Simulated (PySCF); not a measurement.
# Polarisability and C₆ of Re(2+) (rhenium, charge +2)

[Xe] 4f14 5d4 6s1, high-spin 6D determinant (an excited configuration). Computed with PySCF 2.14 in ANO-R2, with scalar relativity by spin-free X2C-1e. Coupled (time-dependent) response in atomic units; α is the mean over directions. The basis has no added diffuse functions, which lowers α and C₆.

| method | mean α (bohr³) | α xx, yy, zz | C₆ (like pair) | S(−4) |
| --- | --- | --- | --- | --- |
| PBE0 | 19.48 | 19.32, 19.32, 19.80 | 133.6 | 153.0 |

S(−4) is the Cauchy moment in α(ω) = α(0) + S(−4) ω² + …

Spin-orbit coupling is absent.

α(iu) at PBE0:

```tsv
u (hartree)	α(iu) (bohr³)
0	19.48
0.0500	19.11
0.100	18.10
0.200	15.19
0.300	12.38
0.500	8.580
0.750	6.074
1.00	4.645
1.50	3.040
2.00	2.156
3.00	1.249
5.00	0.5728
```

A single London oscillator, α(iu) = α/(1 + u²/ω²), gives C₆ = (3/4) ω α². Matching the computed C₆ needs ω = 4 × 133.6 / (3 × 19.48²) = 0.469 hartree.

For an ion, C₆ is the dispersion term alone; charge-induced terms of lower order in 1/R come first.

The components differ because the open shell of this determinant is not spherical; for a pure term their mean is the scalar polarisability.

Spin-orbit coupling, absent here, splits the open shell strongly.
